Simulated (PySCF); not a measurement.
Match the calculated data to a structure.

- Triplet: lowest triplet excitation (Tamm–Dancoff): 3.74 eV [TDA PBE0/def2-SVPD]
- 1H NMR: chemical shifts (computed TMS as zero) by class: 6.98 (1 H), 4.28 (3 H), 4.25 (3 H) ppm [GIAO PBE0/pcSseg-1]
- Dipole: 1.22 D [PBE0/def2-SVPD]
- Rotational structure: rotational constants A, B, C: 3.311, 1.404, 1.009 GHz [GFN2-xTB]
- NMR, other nuclei: isotropic shieldings of nuclei other than C and H, by class: 426 (1 Si), 434 (1 Si), 591 (1 Cl) ppm [GIAO PBE0/pcSseg-1]
- 13C NMR: chemical shifts (computed TMS as zero) by class: 160.1 (1 C), 141.1 (1 C) ppm [GIAO PBE0/pcSseg-1]
- UV, first state: lowest singlet excitation: 5.75 eV (216 nm, f = 0.251) [TDDFT PBE0/def2-SVPD]
- Polarisability: 94.8 au [PBE0/def2-SVPD]

The electronic properties come from PySCF, for the isolated species, density fitting. Levels stand in brackets. Geometry: GFN2-xTB; no solvent, vibrations or thermal averaging. Each NMR value is the plain mean over a class of atoms that symmetry, rotation or inversion makes alike.

**Question.** Which candidate is it?
A. `CCC1=C(Cl)C1`
B. `[SiH3][C@]1(Cl)C[SiH2]1`
C. `[SiH3]/C=C(\[SiH3])Cl`
D. `C/C=C/C=C\Cl`

**Answer.** C. It is `[SiH3]/C=C(\[SiH3])Cl`. Numbering: `[SiH3:1]/[CH:2]=[C:3](\[SiH3:4])[Cl:5]`. Its formula, C2H7ClSi2, gives 1 degree of unsaturation: 0 rings and 1 π bond in the structure found. 2 carbons fall into 2 classes; from least to most shielded: vinylic C–Cl carbon [C3] (160.1 ppm), alkene CH carbon [C2] (141.1 ppm). Hydrogen classes from least to most shielded: 1 H on an alkene CH carbon, C2 (6.98 ppm), 3 H on an SiH3 silicon, Si4 (4.28 ppm), 3 H on an SiH3 silicon, Si1 (4.25 ppm). The other shieldings belong to: 426 ppm, SiH3 silicon [Si4]; 434 ppm, SiH3 silicon [Si1]; 591 ppm, vinyl chlorine [Cl5]. S1 is mainly HOMO→LUMO (weight 0.95); the largest Löwdin shares of the orbital it empties are 0.31 on the vinyl chlorine, 0.28 on the alkene CH carbon, 0.25 on the vinylic C–Cl carbon and 0.06 on an SiH3 silicon, of the orbital it fills 0.30 on the alkene CH carbon, 0.29 on the vinylic C–Cl carbon, 0.12 on an SiH3 silicon and 0.08 on an SiH3 silicon. By its constants the optimised geometry is an asymmetric top.

The others, at the same levels:
- `[SiH3][C@]1(Cl)C[SiH2]1` fails: its computed 13C shifts are 28.2 (1 C), 14.0 (1 C) ppm, 1H shifts are 4.19 (3 H), 2.91 (1 H), 2.91 (1 H), 1.27 (1 H), 1.16 (1 H) ppm and rotational constant A is 2.691 GHz (against 3.311 GHz).
- `CCC1=C(Cl)C1` fails: it has 5 carbons where the 13C data count 2; its computed 13C shifts are 123.2 (1 C), 120.3 (1 C), 24.9 (1 C), 20.4 (1 C), 14.2 (1 C) ppm, 1H shifts are 2.52 (2 H), 1.40 (2 H), 1.39 (3 H) ppm and rotational constant A is 4.566 GHz (against 3.311 GHz).
- `C/C=C/C=C\Cl` fails: it has 5 carbons where the 13C data count 2; its computed 13C shifts are 142.2 (1 C), 137.7 (1 C), 132.7 (1 C), 128.9 (1 C), 23.0 (1 C) ppm, 1H shifts are 6.96 (1 H), 6.35 (1 H), 6.07 (1 H), 5.92 (1 H), 2.05 (3 H) ppm and rotational constant A is 8.108 GHz (against 3.311 GHz).

Each candidate is one conformer, not necessarily the lowest. The conformers computed, where there is a choice (atom-mapped SMILES and torsion angles):
- `[CH3:1][CH2:2][C:3]1=[C:4]([Cl:5])[CH2:6]1`: C1–C2–C3–C4 0°
- `[CH3:1]/[CH:2]=[CH:3]/[CH:4]=[CH:5]\[Cl:6]`: C2–C3–C4–C5 180°
